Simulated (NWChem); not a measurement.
System: AlH$_{2}$Cl; SMILES [Cl][AlH2]

Excerpt of the output:

```
             Northwest Computational Chemistry Package (NWChem) 7.3.0
             --------------------------------------------------------

 C2V symmetry detected

                             Geometry "geometry" -> ""
                             -------------------------

 Output coordinates in angstroms (scale by  1.889725989 to convert to a.u.)

  No.       Tag          Charge          X              Y              Z
 ---- ---------------- ---------- -------------- -------------- --------------
    1 Al                  13.0000     0.00000000     0.00000000     1.08027075
    2 H                    1.0000     0.00000000    -1.41223500     1.81279375
    3 H                    1.0000     0.00000000     1.41223500     1.81279375
    4 Cl                  17.0000     0.00000000     0.00000000    -1.03935925

 Effective nuclear repulsion energy (a.u.)      69.6626544793

      Symmetry information
      --------------------

 Group name             C2v
 Group number             16
 Group order               4
 No. of unique centers     3

                                 NWChem DFT Module
                                 -----------------

 Summary of "ao basis" -> "ao basis" (spherical)
 ------------------------------------------------------------------------------
       Tag                 Description            Shells   Functions and Types
 ---------------- ------------------------------  ------  ---------------------
 Al                        def2-svpd                10       24   5s3p2d
 H                         def2-svpd                 4        8   2s2p
 Cl                        def2-svpd                11       27   5s4p2d

      Symmetry analysis of basis
      --------------------------

        a1         31
        a2          6
        b1         13
        b2         17

            General Information
            -------------------
          SCF calculation type: DFT
          Wavefunction type:  closed shell.
          No. of atoms     :     4
          No. of electrons :    32
           Alpha electrons :    16
            Beta electrons :    16
          Charge           :     0
          Spin multiplicity:     1
          Use of symmetry is: on ; symmetry adaption is: on
          Maximum number of iterations: 150
          AO basis - number of functions:    67
                     number of shells:    29
          Convergence on energy requested:  1.00D-06
          Convergence on density requested:  1.00D-05
          Convergence on gradient requested:  5.00D-04

              XC Information
              --------------
                         B3LYP Method XC Potential
                     Hartree-Fock (Exact) Exchange  0.200
                        Slater Exchange Functional  0.800 local
                    Becke 1988 Exchange Functional  0.720 non-local
              Lee-Yang-Parr Correlation Functional  0.810
                  VWN I RPA Correlation Functional  0.190 local

             Grid Information
             ----------------
          Grid used for XC integration:  medium
          Radial quadrature: Mura-Knowles
          Angular quadrature: Lebedev.
          Tag              B.-S. Rad. Rad. Pts. Rad. Cut. Ang. Pts.
          ---              ---------- --------- --------- ---------
          Al                  1.25       88          11.0       590
          H                   0.35       45          11.0       434
          Cl                  1.00       88          12.0       590
          Grid pruning is: on
          Number of quadrature shells:   221
          Spatial weights used:  Erf1

      Superposition of Atomic Density Guess
      -------------------------------------

 Sum of atomic energies:        -702.11981642

      Non-variational initial energy
      ------------------------------

 Total energy =    -702.310689
 1-e energy   =   -1110.776129
 2-e energy   =     338.802786
 HOMO         =      -0.353587
 LUMO         =      -0.003764

      Symmetry analysis of molecular orbitals - initial
      -------------------------------------------------

  Numbering of irreducible representations:

     1 a1          2 a2          3 b1          4 b2

  Orbital symmetries:

     1 a1          2 a1          3 a1          4 a1          5 b2
     6 b1          7 a1          8 a1          9 b2         10 b1
    11 a1         12 a1         13 b2         14 b1         15 a1
    16 b2         17 b1         18 a1         19 a1         20 a1
    21 a1         22 b2         23 a2         24 b1         25 b2
    26 b1

   convergence    iter        energy       DeltaE   RMS-Dens  Diis-err
 ---------------- ----- ----------------- --------- --------- ---------
 d= 0,ls=0.0,diis     1   -703.6802555078 -7.73D+02  1.19D-02  2.05D-01
 d= 0,ls=0.0,diis     2   -703.6859598004 -5.70D-03  6.33D-03  1.19D-01
 d= 0,ls=0.0,diis     3   -703.7039296140 -1.80D-02  1.46D-03  1.34D-02
 d= 0,ls=0.0,diis     4   -703.7059310287 -2.00D-03  2.65D-04  1.31D-04
 d= 0,ls=0.0,diis     5   -703.7059529526 -2.19D-05  4.27D-05  7.48D-06
  Resetting Diis
 d= 0,ls=0.0,diis     6   -703.7059540700 -1.12D-06  8.63D-06  1.98D-07
 d= 0,ls=0.0,diis     7   -703.7059541040 -3.40D-08  8.72D-07  1.16D-09

         Total DFT energy =     -703.705954103957
      One electron energy =    -1112.009316414556
           Coulomb energy =      386.305117857976
    Exchange-Corr. energy =      -47.664410026669
 Nuclear repulsion energy =       69.662654479292

 Numeric. integr. density =       32.000006265110

                  Occupations of the irreducible representations
                  ----------------------------------------------

                     irrep           alpha         beta
                     --------     --------     --------
                     a1                9.0          9.0
                     a2                0.0          0.0
                     b1                3.0          3.0
                     b2                4.0          4.0

[...]
```

Level: B3LYP/def2-SVPD, vertical spin-unrestricted ions. All runs use the structure optimised with PBE-D3(BJ)/def2-SVP.

Q: Write an input that gives this output.

A: This is not unique; one that fits is the input that was run:
```
start job
memory heap 200 mb stack 900 mb global 1100 mb
geometry units angstroms noautoz
  Al     0.000000     0.000000     1.085671
  H      0.000000    -1.412235     1.818194
  H      0.000000     1.412235     1.818194
  Cl     0.000000     0.000000    -1.033959
end
basis spherical
  * library def2-svpd
end
dft
  xc b3lyp
  iterations 150
  vectors input atomic output neutral.movecs
end
task dft energy
charge 1
dft
  odft
  mult 2
  vectors input atomic output cation.movecs
end
task dft energy
charge -1
dft
  odft
  mult 2
  vectors input atomic output anion.movecs
end
task dft energy
```
